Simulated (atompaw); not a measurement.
**Plane-wave convergence, PAW (atompaw) potential for O (Z = 8)**

oxygen, PAW, made with atompaw 4.2.0.5 (LDA (PW92), scalar-relativistic). Core [He], reference 2s2 2p4. Waves: 2s (bound): rc 0.70 bohr; 2s channel at 3.1 Ry: rc 0.70 bohr; 2p (bound): rc 2.25 bohr; 2p channel at 2.45 Ry: rc 2.25 bohr; 3d channel at 0.3 Ry: rc 2.15 bohr. Local part: bessel scheme, radius 1.85 bohr. Core correction: smooth core density matched at 2.20 bohr. Augmentation charge: gaussian compensation charge, radius 2.20 bohr; PAW radius 2.25 bohr; waves and projectors: custom rrkj vanderbiltortho.

The pseudo-atom Hamiltonian at the reference potential is diagonalised in spherical Bessel functions j_l(qr) that vanish at 20 bohr, with q² up to the cutoff. All-electron valence levels (Ry): 2s -1.7459, 2p -0.6760.

How do the lowest levels (Ry) of each channel move with the cutoff, and are there ghosts?

| cutoff (Ry) | s #1 | s #2 | p #1 | p #2 | d #1 | f #1 | Σ f·Δε (mRy) |
| --- | --- | --- | --- | --- | --- | --- | --- |
| 8 | -1.6261 | -0.0035 | -0.5953 | 0.0413 | 0.0794 | 0.1205 | 562.1 |
| 18 | -1.6481 | -0.0042 | -0.6758 | 0.0411 | 0.0794 | 0.1205 | 196.1 |
| 30 | -1.6771 | -0.0049 | -0.6760 | 0.0411 | 0.0794 | 0.1205 | 137.4 |
| 50 | -1.7282 | -0.0063 | -0.6760 | 0.0411 | 0.0794 | 0.1205 | 35.2 |
| 70 | -1.7430 | -0.0068 | -0.6760 | 0.0411 | 0.0794 | 0.1205 | 5.5 |
| 110 | -1.7454 | -0.0068 | -0.6760 | 0.0411 | 0.0794 | 0.1205 | 0.8 |
| 400 | -1.7458 | -0.0069 | -0.6760 | 0.0411 | 0.0794 | 0.1205 | 0.0 |

Result: no extra level below or beside the all-electron valence levels (s, p, d, f tested); 10 mRy is reached at 70 Ry and 1 mRy at 90 Ry.
